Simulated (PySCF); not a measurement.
Compound: C7H8F (doublet state).
Structure used (GFN2-xTB), in Å, numbered top down from 1:
```xyz
16
C7H8F angstrom
C     -1.2862    1.1730    0.3520
C     -0.7854    0.0442   -0.0818
C     -1.7088   -1.0038   -0.7000
F     -1.4140   -1.2132   -2.0254
C      0.6501   -0.2872   -0.0094
C      1.1471   -1.4442   -0.4631
C      1.5576    0.6976    0.5796
C      1.1756    1.8710    1.0539
H     -2.2745    1.5783    0.3840
H     -2.7499   -0.6703   -0.6598
H     -1.6029   -1.9671   -0.1892
H      2.2020   -1.6521   -0.3997
H      0.5508   -2.2101   -0.9235
H      2.5990    0.3988    0.6013
H      0.0934    2.0922    0.9884
H      1.8384    2.6018    1.4814
```

The hyperfine couplings belong to this conformer and change with its torsions.

As a line formula: `[H]/[C]=C(\CF)C(=C)C=C` [radical].

The calculation used UKS B3LYP, pcH-1 on C F H, non-relativistic, mean-field spin-orbit, GIAO (PySCF). The structure is a single GFN2-xTB conformer in the gas phase; no vibrational or solvent corrections. A GFN2-xTB geometry isn't a minimum of the functional, and hyperfine couplings can be far from their values at a DFT geometry. No stability test was run, so a lower SCF solution isn't excluded.

Question: Predict the first-order ENDOR lines of F4, H9, H14, H15, H12, H13 and H10/H11 under fast tumbling at B = 348.4 mT (X band).

Answer: For S = 1/2 in fast tumbling each set of equivalent nuclei gives two lines, ν± = |νn ± a/2| to first order, with νn = g_N μN B/h and μN/h = 7.62259 MHz/T.

```
 nuclei  isotope     g_N  νn (MHz)  a_iso (MHz)  lower line (MHz)  upper line (MHz)
     F4      19F  5.2577     13.96         2.11             12.91             15.02
     H9       1H  5.5857     14.83        49.70             10.01             39.68
    H14       1H  5.5857     14.83        24.43              2.62             27.05
    H15       1H  5.5857     14.83       -21.03              4.32             25.35
    H12       1H  5.5857     14.83         5.61             12.03             17.64
    H13       1H  5.5857     14.83         4.30             12.68             16.99
H10/H11       1H  5.5857     14.83         3.65             13.01             16.66
```

Question: Which pairs are centred on the nuclear Larmor frequency, and which on half the coupling?

Answer: Centred on νn, since |a| < 2νn: F4, H14, H15, H12, H13 and H10/H11. Centred on |a|/2 and split by 2νn: H9.

Couplings of abundant isotopes left out: H16 (29.4 MHz).

Nuclei that the bonding pattern makes equivalent are averaged, as if the motion that swaps them (rotation, inversion, ring flip) were fast. The 1H value of +3.6 MHz is a mean of couplings from -3.0 to 10.3 MHz in this one geometry, not an average over conformers.
